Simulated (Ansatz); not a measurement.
Ansatz results at the PBE0-D4/def2-TZVP geometry: LUMO energy (ωB97M-V/def2-TZVPP) 0.62 eV; size of the dipole moment (PBE/def2-TZVPP) 2.47 D; HOMO–LUMO gap (PBE/def2-TZVPP) 4.18 eV.

Each molecule was computed in one conformer, which needn't be the lowest.

(1) Which molecule gave them?
A. `COB([SiH3])I`
B. `[NH2][GaH][SiH2][SiH3]`
C. `BC([SiH3])OC`
D. `[OH][Al]([F])[TeH]`

Results:

(1) D. The others give `COB([SiH3])I`: 0.58, 2.83, 3.96; `[NH2][GaH][SiH2][SiH3]`: 0.38, 1.36, 4.15; `BC([SiH3])OC`: 0.87, 2.01, 3.85.
